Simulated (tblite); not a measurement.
Parent: `[F:1][CH:2]([F:3])[C:4]1=[CH:5][CH:6]=[CH:7][CH2:8][SiH+:9]1` (charge +1) with F1–C2–C4–C5 -161°, [C6H7F2Si]+.

Computed geometry: GFN2-xTB, gas phase. One conformer each, not checked by frequencies here.

```csv
coordinate of the parent,value
F1–C2,1.361 Å
C2–F3,1.349 Å
C2–C4,1.509 Å
C4=C5,1.359 Å
C5–C6,1.434 Å
C6=C7,1.344 Å
C7–C8,1.498 Å
C8–Si9,1.891 Å
C4–Si9,1.850 Å
F1–C2–F3,106.2°
F1–C2–C4,107.3°
F3–C2–C4,109.9°
C2–C4–C5,122.4°
C2–C4–Si9,116.4°
C5–C4–Si9,121.0°
C4–C5–C6,125.6°
C5–C6–C7,126.4°
C6–C7–C8,127.4°
C7–C8–Si9,114.7°
C4–Si9–C8,104.8°
```

Question: In one relative the bonds that all share with the parent change as follows (parent's numbers): C4–C5 -0.014, C5–C6 +0.050, C6–C7 +0.185, C7–C8 +0.049, C8–Si9 -0.002, C4–Si9 +0.015 Å. Which is it?
A. `[F:1][CH:2]([F:3])[C:4]1=[CH:5][CH2:6][CH2:7][CH2:8][SiH+:9]1` (charge +1) with F1–C2–C4–C5 157°, C4–C5–C6–C7 22°, C5–C6–C7–C8 -58°, C6–C7–C8–Si9 60°, C7–C8–Si9–C4 -31°
B. `[F:1][CH:2]([F:3])[SiH2:4][C:5]1=[CH:6][CH:7]=[CH:8][CH2:9][SiH+:10]1` (charge +1) with F1–C2–Si4–C5 -43°, C2–Si4–C5–C6 166°

Answer: A. The changes in all of them (Å):

```
                    SMILES   C4–C5   C5–C6   C6–C7   C7–C8  C8–Si9  C4–Si9
       FC(F)C1=CCCC[SiH+]1  -0.014  +0.050  +0.185  +0.049  -0.002  +0.015
FC(F)[SiH2]C1=CC=CC[SiH+]1  +0.008  +0.001  -0.001  -0.006   0.000  +0.007
```

Atoms are paired thus: FC(F)C1=CCCC[SiH+]1: F1 = F1, C2 = C2, F3 = F3, C4 = C4, C5 = C5, C6 = C6, C7 = C7, C8 = C8, Si9 = Si9; FC(F)[SiH2]C1=CC=CC[SiH+]1: C4 = C5, C5 = C6, C6 = C7, C7 = C8, C8 = C9, Si9 = Si10.
